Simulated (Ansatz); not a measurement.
A single point on `C[CH](C)[Ge][Cl]`.

```yaml
crystal:
  periodic: [false, false, false]
  atoms:
    - {symbol: C, position_ang: [-0.652694, 0.354550, 1.112491]}
    - {symbol: C, position_ang: [-0.114314, -0.607264, 0.062368]}
    - {symbol: C, position_ang: [1.253418, -0.180270, -0.457795]}
    - {symbol: Ge, position_ang: [-1.391134, -0.868809, -1.463258]}
    - {symbol: Cl, position_ang: [-1.469451, 1.226205, -2.132033]}
    - {symbol: H, position_ang: [-0.766183, 1.359555, 0.698872]}
    - {symbol: H, position_ang: [0.032784, 0.420572, 1.964917]}
    - {symbol: H, position_ang: [-1.626235, 0.044750, 1.505311]}
    - {symbol: H, position_ang: [-0.029993, -1.609821, 0.503626]}
    - {symbol: H, position_ang: [1.982245, -0.137627, 0.359254]}
    - {symbol: H, position_ang: [1.654045, -0.869803, -1.208378]}
    - {symbol: H, position_ang: [1.204412, 0.812861, -0.911376]}
basis:
  gaussian: {orbitals: def2-TZVPP}
hamiltonian: {xc: pbe}
correlation: {method: rpa}
```

```sh
$ ansatz run in.yaml --threads 4 --pin off --events-out ev --progress --plain --max-ram 11315MiB
```

Output, abridged:

```
Functional definition: PBE
1668 factors; integrals over basis functions are off by at most 9.8e-4 eV
mean field evaluation 1: about -72232.0789 eV, gradient 8.8e1 eV
mean field evaluation 2: about -72232.0703 eV, gradient 8.8e1 eV
mean field evaluation 4: about -72247.1837 eV, gradient 3.2e1 eV
mean field evaluation 8: about -72250.3520 eV, gradient 7.0e-1 eV
mean field evaluation 16: about -72250.3528 eV, gradient 1.7e-3 eV
mean field -72250.35279830 eV, -2655.1514922895 hartree, gradient 6.2e-6 eV, S^2 0.000000; 0 other end points of the search recorded, 0 dependent functions left out
17 core orbitals not correlated: weight in the atoms' cores, before any rotation towards them, 1.000 or more for the frozen orbitals, at most 0.000 for the correlated occupied ones
reference -72179.90646153 eV, -2652.5626371634 hartree; 20, 20 occupied and 244, 244 virtual orbitals, 1668 factors
Total energy: -72222.35918809 eV, -2654.1227460891 hartree
```

Run time 7 s (4 threads of an Arm Neoverse V2 on a shared host); peak host memory 0.8 GiB.
